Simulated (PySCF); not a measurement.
C3H9FOSi, SMILES F[Si@@H](C)COC.

The structure is a stationary point at TPSSh-D3(BJ)/def2-SVP. The structure was generated by enumeration; whether it is a known compound was not checked. Other conformers were not sampled.

Two levels are set side by side: TDA-PBE/def2-SVPD (PySCF) and TDA-M06-2X/def2-SVPD (PySCF). Vertical, same geometry. The lowest singlet is HOMO→LUMO 99 % with PBE and HOMO→LUMO 75 %, HOMO→LUMO+4 14 % with the other functional; states are paired by order. Differences are taken from unrounded values.

```json
[
 {"quantity": "lowest singlet excitation (eV)", "TDA-M06-2X": "7.42", "TDA-PBE": "6.00", "TDA-PBE minus TDA-M06-2X": "-1.42"},
 {"quantity": "lowest triplet excitation (TDA) (eV)", "TDA-M06-2X": "7.15", "TDA-PBE": "5.83", "TDA-PBE minus TDA-M06-2X": "-1.32"}
]
```

A lower first singlet is the usual sign of a functional without exact exchange. Differences between two approximate levels are no errors against the true value.

Rough cost on one machine, each run with all the roots and properties that it gave: TDA-M06-2X against TDA-PBE about 10 times.
